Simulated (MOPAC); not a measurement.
Job for MOPAC: PM6 on C2H9NO (a complex), monomers drawn apart or pushed together.

```
PM6 1SCF PRECISE CHARGE=0 THREADS=1
C2H9NO

N      0.02759467 1    -0.06639795 1     0.46094926 1
H     -0.92041944 1    -0.34525065 1     0.23491885 1
H      0.27489289 1     0.70251511 1    -0.15196981 1
H      0.63870079 1    -0.84437725 1     0.23990681 1
C     -0.15949261 1    -1.22439289 1     5.78247541 1
C     -0.54162961 1     0.23969943 1     5.60589641 1
O      0.34242593 1     0.93977865 1     4.75251929 1
H     -0.83161257 1    -1.72246329 1     6.48663676 1
H      0.86145748 1    -1.30687711 1     6.15933072 1
H     -0.21328690 1    -1.75754023 1     4.82996532 1
H     -1.57726167 1     0.31057618 1     5.24278162 1
H     -0.50809412 1     0.75062772 1     6.57104509 1
H      0.23600673 1     0.58976476 1     3.84660688 1
```

Output:

```
*******************************************************************************
 **                                                                           **
 **                              MOPAC v23.2.5                                **
 **                                                                           **
 *******************************************************************************
 ** MOPAC's Digital Object Identifier: https://doi.org/10.5281/zenodo.6511958 **
 **                                                                           **
 ** Please cite the open-source release paper for use of this MOPAC version:  **
 ** J. E. Moussa and J. J. P. Stewart (2026)                                  **
 ** MOPAC: An open-source semiempirical molecular orbital program             **
 ** J. Open Source Softw., 11(119), 8025, https://doi.org/10.21105/joss.08025 **
 *******************************************************************************

                              PM6 CALCULATION RESULTS

 *******************************************************************************
 *  PM6        - The PM6 Hamiltonian to be used
 *
 *
 *
 *                 CHARGE ON SYSTEM = 0
 *
 *
 *
 *  PRECISE    - TIGHTER CRITERIA TO BE USED
 *  1SCF       - DO 1 SCF AND THEN STOP
 *  THREADS=1  - MULTI-THREADING NOT USED
 *  T=         - A TIME OF 172800.0 SECONDS REQUESTED
 *  DUMP=N     - RESTART FILE WRITTEN EVERY 7200.0 SECONDS REQUESTED
 *******************************************************************************
PM6 1SCF PRECISE CHARGE=0 THREADS=1
 C2H9NO

   ATOM   CHEMICAL          X               Y               Z
  NUMBER   SYMBOL      (ANGSTROMS)     (ANGSTROMS)     (ANGSTROMS)

     1       N          0.02759467  *  -0.06639795  *   0.46094926  *
     2       H         -0.92041944  *  -0.34525065  *   0.23491885  *
     3       H          0.27489289  *   0.70251511  *  -0.15196981  *
     4       H          0.63870079  *  -0.84437725  *   0.23990681  *
     5       C         -0.15949261  *  -1.22439289  *   5.78247541  *
     6       C         -0.54162961  *   0.23969943  *   5.60589641  *
     7       O          0.34242593  *   0.93977865  *   4.75251929  *
     8       H         -0.83161257  *  -1.72246329  *   6.48663676  *
     9       H          0.86145748  *  -1.30687711  *   6.15933072  *
    10       H         -0.21328690  *  -1.75754023  *   4.82996532  *
    11       H         -1.57726167  *   0.31057618  *   5.24278162  *
    12       H         -0.50809412  *   0.75062772  *   6.57104509  *
    13       H          0.23600673  *   0.58976476  *   3.84660688  *



          CARTESIAN COORDINATES

    NO.       ATOM           X           Y           Z

     1         N          0.0276     -0.0664      0.4609
     2         H         -0.9204     -0.3453      0.2349
     3         H          0.2749      0.7025     -0.1520
     4         H          0.6387     -0.8444      0.2399
     5         C         -0.1595     -1.2244      5.7825
     6         C         -0.5416      0.2397      5.6059
     7         O          0.3424      0.9398      4.7525
     8         H         -0.8316     -1.7225      6.4866
     9         H          0.8615     -1.3069      6.1593
    10         H         -0.2133     -1.7575      4.8300
    11         H         -1.5773      0.3106      5.2428
    12         H         -0.5081      0.7506      6.5710
    13         H          0.2360      0.5898      3.8466

 General Reference for PM6:
 "Optimization of Parameters for Semiempirical Methods V: Modification of NDDO Approximations
 and Application to 70 Elements", J. J. P. Stewart, J. Mol. Mod., 13, 1173-1213 (2007)
 URL: https://link.springer.com/article/10.1007/s00894-007-0233-4

           Empirical Formula: C2 H9 N O  =    13 atoms



      MOLECULAR POINT GROUP   :   C1


      RHF CALCULATION, NO. OF DOUBLY OCCUPIED LEVELS = 14


 -------------------------------------------------------------------------------
 PM6 1SCF PRECISE CHARGE=0 THREADS=1
 C2H9NO



     1SCF WAS SPECIFIED, SO BFGS WAS NOT USED
     SCF FIELD WAS ACHIEVED


                              PM6 CALCULATION
                                                       MOPAC v23.2.5 Linux




          FINAL HEAT OF FORMATION =        -60.47009 KCAL/MOL =    -253.00687 KJ/MOL


          COSMO AREA              =        133.39 SQUARE ANGSTROMS
          COSMO VOLUME            =        102.88 CUBIC ANGSTROMS

          IONIZATION POTENTIAL    =         10.244855 EV
          HOMO LUMO ENERGIES (EV) =        -10.245  3.210
          NO. OF FILLED LEVELS    =         14
          MOLECULAR WEIGHT        =         63.0992         POINT GROUP:  C1

          MOLECULAR DIMENSIONS (Angstroms)

            Atom       Atom       Distance
            H     8    H     3     7.15374
            H    12    H     4     3.68252
            H     9    H     2     2.75479


          SCF CALCULATIONS        =          1





   ATOM   CHEMICAL          X               Y               Z
  NUMBER   SYMBOL      (ANGSTROMS)     (ANGSTROMS)     (ANGSTROMS)

     1       N          0.02759467  *  -0.06639795  *   0.46094926  *
     2       H         -0.92041944  *  -0.34525065  *   0.23491885  *
     3       H          0.27489289  *   0.70251511  *  -0.15196981  *
     4       H          0.63870079  *  -0.84437725  *   0.23990681  *
     5       C         -0.15949261  *  -1.22439289  *   5.78247541  *
     6       C         -0.54162961  *   0.23969943  *   5.60589641  *
     7       O          0.34242593  *   0.93977865  *   4.75251929  *
     8       H         -0.83161257  *  -1.72246329  *   6.48663676  *
     9       H          0.86145748  *  -1.30687711  *   6.15933072  *
    10       H         -0.21328690  *  -1.75754023  *   4.82996532  *
    11       H         -1.57726167  *   0.31057618  *   5.24278162  *
    12       H         -0.50809412  *   0.75062772  *   6.57104509  *
    13       H          0.23600673  *   0.58976476  *   3.84660688  *

                             CARTESIAN COORDINATES

   1    N        0.027594670    -0.066397950     0.460949260
   2    H       -0.920419440    -0.345250650     0.234918850
   3    H        0.274892890     0.702515110    -0.151969810
   4    H        0.638700790    -0.844377250     0.239906810
   5    C       -0.159492610    -1.224392890     5.782475410
   6    C       -0.541629610     0.239699430     5.605896410
   7    O        0.342425930     0.939778650     4.752519290
   8    H       -0.831612570    -1.722463290     6.486636760
   9    H        0.861457480    -1.306877110     6.159330720
  10    H       -0.213286900    -1.757540230     4.829965320
  11    H       -1.577261670     0.310576180     5.242781620
  12    H       -0.508094120     0.750627720     6.571045090
  13    H        0.236006730     0.589764760     3.846606880


           Empirical Formula: C2 H9 N O  =    13 atoms



      MOLECULAR POINT GROUP   :   C1


                  EIGENVALUES
 -31.01358 -29.85086 -26.43231 -21.98821 -17.60832 -16.27968 -16.26179 -15.62130
 -14.83425 -13.40829 -12.93060 -11.60967 -10.30038 -10.24485   3.20981   4.13410
   4.19666   5.30330   5.69537   5.89044   5.97901   6.32291   6.59571   6.60957
   6.82327


              NET ATOMIC CHARGES AND DIPOLE CONTRIBUTIONS

  ATOM NO.   TYPE          CHARGE      No. of ELECS.   s-Pop       p-Pop
    1          N          -0.604045        5.6040     1.59152     4.01252
    2          H           0.199980        0.8000     0.80002
    3          H           0.203000        0.7970     0.79700
    4          H           0.201100        0.7989     0.79890
    5          C          -0.537449        4.5374     1.09187     3.44558
    6          C           0.042859        3.9571     1.07799     2.87915
    7          O          -0.538838        6.5388     1.81637     4.72247
    8          H           0.158195        0.8418     0.84180
    9          H           0.170032        0.8300     0.82997
   10          H           0.158100        0.8419     0.84190
   11          H           0.099690        0.9003     0.90031
   12          H           0.131792        0.8682     0.86821
   13          H           0.315583        0.6844     0.68442
 DIPOLE           X         Y         Z       TOTAL
 POINT-CHG.    -1.475    -1.685    -0.974     2.442
 HYBRID        -0.003    -0.497    -1.561     1.639
 SUM           -1.478    -2.182    -2.535     3.657


          ATOMIC ORBITAL ELECTRON POPULATIONS

     Atom    s        px        py        pz
    1  N   1.59152   1.17477   1.20722   1.63052
    2  H   0.80002
    3  H   0.79700
    4  H   0.79890
    5  C   1.09187   1.18615   1.07738   1.18205
    6  C   1.07799   0.95896   0.92225   0.99794
    7  O   1.81637   1.69725   1.68212   1.34310
    8  H   0.84180
    9  H   0.82997
   10  H   0.84190
   11  H   0.90031
   12  H   0.86821
   13  H   0.68442

 **********************
 *                    *
 * JOB ENDED NORMALLY *
 *                    *
 **********************




 == MOPAC DONE ==
```

The run finished.

Cost: roughly 0.04 core-seconds.
